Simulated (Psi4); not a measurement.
Two rigid molecules brought together: HF ··· H4OSi (SMILES F and O[SiH3]). Monomers: optimised at B3LYP-D3(BJ) (def2-TZVP), held rigid. Orientation: lowest of the rigid-body minima from ten starts at GFN2-xTB. Only R, the distance of the centres of mass, is varied, so the lowest point isn't the relaxed dimer.

Levels: PBE/def2-TZVP, counterpoise-corrected (Psi4); PBE-D3(BJ)/def2-TZVP, counterpoise-corrected (Psi4); M06-2X/def2-TZVP, counterpoise-corrected (Psi4); SAPT0/jun-cc-pVDZ, frozen core (Psi4).

Interaction energies in kcal/mol; the last columns give the difference from SAPT0:

| R / Å | PBE/def2-TZVP | PBE-D3(BJ)/def2-TZVP | M06-2X/def2-TZVP | SAPT0/jun-cc-pVDZ | PBE/def2-TZVP − SAPT0/jun-cc-pVDZ | PBE-D3(BJ)/def2-TZVP − SAPT0/jun-cc-pVDZ | M06-2X/def2-TZVP − SAPT0/jun-cc-pVDZ |
|---|---|---|---|---|---|---|---|
| 2.93 | 5.51 | 4.75 | 4.31 | 1.81 | 3.70 | 2.94 | 2.50 |
| 3.14 | -4.33 | -5.02 | -5.22 | -6.75 | 2.42 | 1.73 | 1.53 |
| 3.32 | -6.94 | -7.57 | -7.66 | -8.81 | 1.87 | 1.24 | 1.15 |
| 3.54 | -7.17 | -7.73 | -7.80 | -8.69 | 1.51 | 0.96 | 0.89 |
| 3.70 | -6.56 | -7.06 | -7.10 | -7.91 | 1.34 | 0.85 | 0.81 |
| 4.03 | -4.87 | -5.25 | -5.21 | -5.91 | 1.04 | 0.66 | 0.70 |
| 4.32 | -3.56 | -3.86 | -3.81 | -4.38 | 0.82 | 0.52 | 0.57 |
| 4.82 | -2.04 | -2.22 | -2.29 | -2.63 | 0.59 | 0.41 | 0.34 |
| 5.54 | -0.98 | -1.06 | -1.16 | -1.39 | 0.40 | 0.33 | 0.23 |
| 6.55 | -0.43 | -0.46 | -0.52 | -0.67 | 0.23 | 0.21 | 0.15 |
| 7.81 | -0.20 | -0.21 | -0.25 | -0.32 | 0.12 | 0.11 | 0.07 |

PBE/def2-TZVP is furthest from SAPT0/jun-cc-pVDZ at 2.93 (3.70 kcal/mol, above); its mean absolute difference over the points is 1.28 kcal/mol.

PBE-D3(BJ)/def2-TZVP is furthest from SAPT0/jun-cc-pVDZ at 2.93 (2.94 kcal/mol, above); its mean absolute difference over the points is 0.91 kcal/mol.

M06-2X/def2-TZVP is furthest from SAPT0/jun-cc-pVDZ at 2.93 (2.50 kcal/mol, above); its mean absolute difference over the points is 0.81 kcal/mol.
